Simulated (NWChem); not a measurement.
System: BeSiH3Cl; SMILES [SiH3][Be][Cl]

Here is an NWChem input.

```
start job
memory heap 200 mb stack 900 mb global 1100 mb
geometry units angstroms noautosym nocenter noautoz
  Be     0.000000     0.000000    -0.161723
  Cl     0.000000     0.000000    -1.984899
  Si     0.000000     0.000000     2.007591
  H      0.552395    -1.279039     2.558779
  H     -1.383877     0.161131     2.558779
  H      0.831482     1.117907     2.558779
end
basis spherical
  * library def2-svp
end
dft
  xc pbe0
  iterations 150
end
tddft
  nroots 6
end
task tddft energy
```

The geometry was optimised at PBE0/def2-SVP.

Vertical excitations in the gas phase.

**Question.** What results follow from this input? (PBE0/def2-SVP, full TDDFT.) Quantities: lowest excitation, singlet (eV); oscillator strength of that lowest state; lowest state with f > 0.02, singlet (eV); oscillator strength of that bright state; lowest triplet (eV); orbital gap (eV).

**Answer.** 
- lowest excitation, singlet (eV) = 6.09
- oscillator strength of that lowest state = 0.078
- lowest state with f > 0.02, singlet (eV) = 6.09
- oscillator strength of that bright state = 0.078
- lowest triplet (eV) = 4.62
- orbital gap (eV) = 7.17
